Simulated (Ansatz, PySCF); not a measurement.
Species: sum formula SiN₂H₄Cl, net charge 0, doublet state. It need not be the lowest isomer of its formula. 
Coordinates optimised at B3LYP-D3(BJ)/def2-TZVP (Ansatz, an electronic-structure program):
SMILES: N[Si](N)Cl
```xyz
8

Si    -0.0894     0.0972    -0.5842
Cl     0.1527     0.9337     1.3330
N      1.2892    -0.9081    -0.7773
N     -1.4445    -0.9185    -0.8101
H      1.4013    -1.4377    -1.6289
H      2.1759    -0.6283    -0.3872
H     -1.4683    -1.8472    -0.4119
H     -2.3661    -0.5352    -0.9428
```
Charge 0, spin multiplicity 2.

Dipole moments at this geometry, in debye (magnitudes).

```tsv
level	program	dipole (D)
HF/def2-TZVPD	PySCF	2.36
SVWN5/def2-TZVPD	Ansatz	2.41
PBE/def2-TZVPD	PySCF	2.37
TPSSh/def2-TZVPD	PySCF	2.39
r2SCANh/def2-TZVPD	Ansatz	2.38
r2SCAN0/def2-TZVPD	Ansatz	2.38
M06-2X/def2-TZVPD	PySCF	2.34
CAM-B3LYP/def2-TZVPD	Ansatz	2.36
wB97X-V/def2-TZVPD	Ansatz	2.37
CCSD(T)/aug-cc-pV(D+d)Z	Ansatz	2.31
```
